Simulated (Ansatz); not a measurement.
C2H10BNSi, SMILES `CB(N)C[SiH3]` from Hartree–Fock to CCSD(T)

```xyz
15

C    -1.508   -0.522   -1.061
B    -0.058    0.029   -0.780
N     0.406    1.153   -1.472
C     0.866   -0.650    0.300
Si    0.599    0.113    1.990
H    -2.101    0.102   -1.735
H    -2.072   -0.642   -0.131
H    -1.448   -1.523   -1.504
H     1.320    1.550   -1.337
H    -0.152    1.647   -2.146
H     0.650   -1.719    0.396
H     1.933   -0.545    0.070
H    -0.840    0.070    2.373
H     1.373   -0.601    3.043
H     1.031    1.538    1.992
```

The species carries charge 0 and has multiplicity 1. The structure was optimised at the PBE0-D4/def2-TZVP level. It is one conformer, not always the lowest. Frozen core, restricted reference, Ansatz. CBS rows extrapolate triple and quadruple zeta; past MP2 they add the triple-zeta difference.

```csv
basis,HF (Eh),MP2 corr.,CCSD corr.,(T),CCSD(T) total
def2-SVP,-449.48699,-0.64942,?,-0.02046,?
def2-TZVPP,?,-0.80057,-0.86106,-0.03277,?
def2-QZVPP,-449.78454,?,–,–,–
CBS(def2),-449.78685,-0.89245,?,as TZ,?
```

(1) Fill in the withheld values. (Best estimate.)

Results:

(1) Computed: def2-SVP CCSD corr.: -0.71892; def2-SVP CCSD(T) total: -450.22637; def2-TZVPP HF (Eh): -449.76775; def2-TZVPP CCSD(T) total: -450.66158; def2-QZVPP MP2 corr.: -0.85335; CBS(def2) CCSD corr.: -0.95295; CBS(def2) CCSD(T) total: -450.77257.
